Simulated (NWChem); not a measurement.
System: 1,1,1,3,3-pentafluoropropane (C3H3F5); SMILES FC(CC(F)F)(F)F

Input file for NWChem:

```
start job
memory heap 200 mb stack 900 mb global 1100 mb
geometry units angstroms noautosym nocenter noautoz
  F     -0.747685    -2.516766    -0.201641
  C     -0.100339    -1.403070     0.255842
  F      1.239446    -1.583368     0.073058
  C     -0.585101    -0.196914    -0.534200
  C     -0.026403     1.128026    -0.049119
  F      1.307697     1.215670    -0.223566
  F     -0.598085     2.158067    -0.712908
  F     -0.277485     1.304239     1.274959
  H     -0.293420    -1.304230     1.348520
  H     -0.313237    -0.334045    -1.599042
  H     -1.688576    -0.146106    -0.461467
end
basis spherical
  * library def2-svp
end
dft
  xc m05-2x
  iterations 150
end
cosmo
  do_cosmo_smd true
  solvent acetone
end
task dft energy
```

NWChem printed, in part:

```
             Northwest Computational Chemistry Package (NWChem) 7.3.0
             --------------------------------------------------------

                             Geometry "geometry" -> ""
                             -------------------------

 Output coordinates in angstroms (scale by  1.889725989 to convert to a.u.)

  No.       Tag          Charge          X              Y              Z
 ---- ---------------- ---------- -------------- -------------- --------------
    1 F                    9.0000    -0.74768500    -2.51676600    -0.20164100
    2 C                    6.0000    -0.10033900    -1.40307000     0.25584200
    3 F                    9.0000     1.23944600    -1.58336800     0.07305800
    4 C                    6.0000    -0.58510100    -0.19691400    -0.53420000
    5 C                    6.0000    -0.02640300     1.12802600    -0.04911900
    6 F                    9.0000     1.30769700     1.21567000    -0.22356600
    7 F                    9.0000    -0.59808500     2.15806700    -0.71290800
    8 F                    9.0000    -0.27748500     1.30423900     1.27495900
    9 H                    1.0000    -0.29342000    -1.30423000     1.34852000
   10 H                    1.0000    -0.31323700    -0.33404500    -1.59904200
   11 H                    1.0000    -1.68857600    -0.14610600    -0.46146700

 Effective nuclear repulsion energy (a.u.)     431.7891595472

                                 NWChem DFT Module
                                 -----------------

 Summary of "ao basis" -> "ao basis" (spherical)
 ------------------------------------------------------------------------------
       Tag                 Description            Shells   Functions and Types
 ---------------- ------------------------------  ------  ---------------------
 F                          def2-svp                 6       14   3s2p1d
 C                          def2-svp                 6       14   3s2p1d
 H                          def2-svp                 3        5   2s1p

 in cosmo_initialize ...
 calling solv_data for solv:acetone

 solvent parameters
 solvname_short: acetone
 solvname_long:  acetone
 dielec:       20.4930
 dielecinf:     1.8463
 nonaqueous SMD model solvent descriptors
 dielec:       20.4930
 sola:          0.0400
 solb:          0.4900
 solc:          0.0000
 solg:         33.7700
 solh:          0.0000
 soln:          1.3588

          ---------------
          -cosmo- solvent
          ---------------
 Cosmo: York-Karplus, doi: 10.1021/jp992097l
 dielectric constant -eps-     =  20.49
 screen = (eps-1)/(eps    )    =   0.95120
 surface charge correction     = lagrangian

   van der Waals surface
 --------------------------

[...]

                                COSMO-SMD solvation results
                                ---------------------------

             internal energy in gas <Psi(g)|H|Psi(g)> =      -614.813336145098
         internal energy in solvent <Psi(s)|H|Psi(s)> =      -614.812057689418
                               delta internal energy  =         0.001278455680 (    0.80 kcal/mol)
   total free energy in solvent <Psi(s)|H+V/2|Psi(s)> =      -614.824126243491
 polarization energy contribution <Psi(s)|V/2|Psi(s)> =        -0.012068554073 (   -7.57 kcal/mol)
    total free energy in solvent including G(SMD-CDS) =      -614.822857618200
                       G(SMD-CDS) energy contribution =         0.001268625291 (    0.80 kcal/mol)
     1 M fixed-concentration free energy of solvation =        -0.009521473102 (   -5.97 kcal/mol)

                       DFT Final Molecular Orbital Analysis
                       ------------------------------------

 Vector   31  Occ=2.000000D+00  E=-4.779740D-01
              MO Center= -3.9D-01, -3.8D-01, -4.1D-01, r^2= 2.6D+00
   Bfn.  Coefficient  Atom+Function         Bfn.  Coefficient  Atom+Function
  ----- ------------  ---------------      ----- ------------  ---------------
    46      0.367068   4 C  px              123     -0.325013  11 H  s
    33      0.270355   3 F  py              118      0.205928  10 H  s
    36     -0.192749   3 F  py               49      0.152674   4 C  px
    75     -0.141533   6 F  py               48     -0.138359   4 C  pz
   124     -0.109185  11 H  s                78      0.103261   6 F  py

 Vector   32  Occ=2.000000D+00  E=-4.660585D-01
              MO Center= -2.2D-01,  4.0D-01, -1.6D-01, r^2= 3.0D+00
   Bfn.  Coefficient  Atom+Function         Bfn.  Coefficient  Atom+Function
  ----- ------------  ---------------      ----- ------------  ---------------
    47      0.267637   4 C  py               61     -0.267380   5 C  py
   103     -0.233407   8 F  py               75     -0.217006   6 F  py
    89     -0.216559   7 F  py               48      0.206532   4 C  pz
     5     -0.175684   1 F  py              118     -0.167801  10 H  s
   106      0.163550   8 F  py               45      0.157034   4 C  s

 Vector   33  Occ=2.000000D+00  E=-4.216518D-01
              MO Center= -1.2D-01, -1.3D+00,  9.9D-02, r^2= 2.4D+00
   Bfn.  Coefficient  Atom+Function         Bfn.  Coefficient  Atom+Function
  ----- ------------  ---------------      ----- ------------  ---------------
    20      0.321924   2 C  pz              113      0.294496   9 H  s
     6      0.287246   1 F  pz               34      0.287922   3 F  pz
    47      0.230255   4 C  py                9     -0.204543   1 F  pz
    37     -0.204936   3 F  pz               48     -0.196742   4 C  pz
    45     -0.163923   4 C  s                19     -0.154696   2 C  py

 Vector   34  Occ=0.000000D+00  E= 1.342228D-01
              MO Center= -9.5D-01, -2.5D-01, -2.9D-01, r^2= 4.4D+00
   Bfn.  Coefficient  Atom+Function         Bfn.  Coefficient  Atom+Function
  ----- ------------  ---------------      ----- ------------  ---------------
    45      1.866072   4 C  s               124     -1.416222  11 H  s
   119     -0.884666  10 H  s               114     -0.607449   9 H  s
    59     -0.573854   5 C  s                49     -0.408473   4 C  px
    21     -0.311584   2 C  px               51     -0.287901   4 C  pz
    23      0.278390   2 C  pz              101      0.254282   8 F  s

 Vector   35  Occ=0.000000D+00  E= 1.506514D-01
              MO Center= -3.2D-01, -8.5D-01, -9.2D-02, r^2= 5.3D+00
   Bfn.  Coefficient  Atom+Function         Bfn.  Coefficient  Atom+Function
  ----- ------------  ---------------      ----- ------------  ---------------
   119     -1.421685  10 H  s               114      1.361370   9 H  s
    17     -1.150050   2 C  s                45      1.061599   4 C  s
    22     -0.525412   2 C  py               23     -0.450035   2 C  pz
    51     -0.441155   4 C  pz               49      0.434848   4 C  px
    50     -0.386043   4 C  py              124      0.370589  11 H  s

 Vector   36  Occ=0.000000D+00  E= 1.647757D-01
              MO Center= -3.6D-01, -6.3D-01, -8.0D-02, r^2= 4.5D+00
   Bfn.  Coefficient  Atom+Function         Bfn.  Coefficient  Atom+Function
  ----- ------------  ---------------      ----- ------------  ---------------
   119      1.177974  10 H  s               114      1.118569   9 H  s
    17     -0.821264   2 C  s                51      0.682173   4 C  pz
    23     -0.614075   2 C  pz               45     -0.511387   4 C  s
   124     -0.497677  11 H  s                22     -0.444011   2 C  py
     3     -0.329215   1 F  s                21     -0.298657   2 C  px

     Multipole analysis of the density
     ---------------------------------

     L   x y z        total         alpha         beta         nuclear
     -   - - -        -----         -----         ----         -------
     0   0 0 0     -0.000000    -33.000000    -33.000000     66.000000

     1   1 0 0     -0.821443     -2.063004     -2.063004      3.304566
     1   0 1 0     -0.071820     -0.588134     -0.588134      1.104448
     1   0 0 1     -0.033686      0.727457      0.727457     -1.488600

     2   2 0 0    -32.609238    -93.643979    -93.643979    154.678720
     2   1 1 0      0.490024     -1.180883     -1.180883      2.851789
     2   1 0 1      0.054520     -4.985707     -4.985707     10.025933
     2   0 2 0    -37.898954   -325.362313   -325.362313    612.825672
     2   0 1 1     -1.174125      0.864481      0.864481     -2.903087
     2   0 0 2    -30.055453    -62.836149    -62.836149     95.616844
```

Level: M05-2X/def2-SVP, SMD on the gas-phase geometry. Structure relaxed at the PBE-D3(BJ)/def2-SVP level. Solvent: acetone.
